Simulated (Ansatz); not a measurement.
Born–Oppenheimer molecular dynamics of CH7FOSi2 (12 atoms, charge 0, multiplicity 1). It starts from a relaxed structure.

The calculation used RKS PBE/6-31G (Ansatz).

* ensemble: NVT, Nosé–Hoover chain
* time step: 0.5 fs
* steps asked: 500
* set temperature: 1500 K
* thermostat: time constant 100 fs, chain length 3 (defaults)
* seed: 270042

First frame:

```xyz
12
Properties=species:S:1:pos:R:3
Si -0.335 -0.137 -0.172
F -0.399 -0.373 1.526
O 1.254 -0.396 -0.711
Si 2.648 -1.400 -0.846
H 2.258 -2.803 -1.280
H 3.550 -0.782 -1.890
H 3.377 -1.478 0.479
C -0.810 1.648 -0.560
H -1.825 1.876 -0.199
H -0.100 2.338 -0.077
H -0.772 1.816 -1.648
H -1.247 -1.190 -0.770
```

Task: How far do the bonds stretch over the last three quarters of this one trajectory? (Pairs bonded in most of those frames.)

Result: 
```csv
bond,mean (Å),spread (Å),shortest,longest
Si1–F2,1.759,0.098,1.59,1.95
Si1–O3,1.722,0.057,1.61,1.83
Si1–C8,1.936,0.089,1.75,2.16
Si1–H12,1.547,0.081,1.41,1.68
O3–Si4,1.762,0.074,1.61,1.88
Si4–H5,1.519,0.041,1.45,1.59
Si4–H6,1.533,0.076,1.41,1.64
Si4–H7,1.534,0.087,1.38,1.68
C8–H9,1.115,0.039,1.02,1.20
C8–H10,1.115,0.037,1.04,1.19
C8–H11,1.115,0.045,1.02,1.20
```

Mean temperature of the second half: 1195 K. The conserved energy stayed within 0.7 meV per atom of its start (net change 0.41 meV per atom), so the integration is sound. The mean temperature of the second half is 20 % below the set value. A run of 0.25 ps of so small a system gives no equilibrium averages. Limits of this set-up: no polarisation functions.

Run time: 31 min on 1 thread of Arm Neoverse V1 (shared host), peak memory 0.12 GiB.
